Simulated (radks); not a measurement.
Valence configurations of neutral europium (all share [Xe]). All-electron calculation, scalar-relativistic Kohn-Sham, r2SCAN, spin-polarised, spherical densities, finite nucleus; open shells are filled with parallel spins first (spin-orbit coupling, left out, can overturn this in heavy ions); meta-GGA in the generalised Kohn-Sham scheme; Fermi nuclear charge, rms radius 5.1115 fm. Program: a radial shooting solver on a logarithmic mesh with Libxc functionals. Energies are relative to 4f7 6s2; eigenvalues in eV for spin up.

valence      E (eV)  moment (Bohr magnetons)    e(4f)   e(5d)   e(6p)   e(6s)
4f7 6s2       0.000                        7   -4.458       -       -  -3.839
4f7 6s1 6p1   1.448                        9   -5.418       -  -2.092  -4.847
4f5 6s2 6p2  22.790                        7  -23.946       -  -3.610  -7.588
4f6 5d1 6s2   4.994                        7  -10.381  -3.121       -  -4.439
4f7 5d1 6s1   1.164                        9   -3.018  -1.253       -  -3.771
4f5 6s1 6p3  24.468                        9  -24.574       -  -4.165  -8.343
4f5 5d1 6p3  23.702                        9  -22.275  -8.192  -3.708       -
4f5 5d2 6s2  14.806                        7  -16.809  -4.460       -  -4.837
4f6 6s1 6p2   8.665                        9  -14.407       -  -3.137  -6.636

NIST lists [Xe] 4f7 6s2 as the ground configuration; this level of theory agrees among the configurations tried. The energies are those of spherical high-spin densities, not of single terms. No valid solution was reached for [Xe] 4f8 6s1.
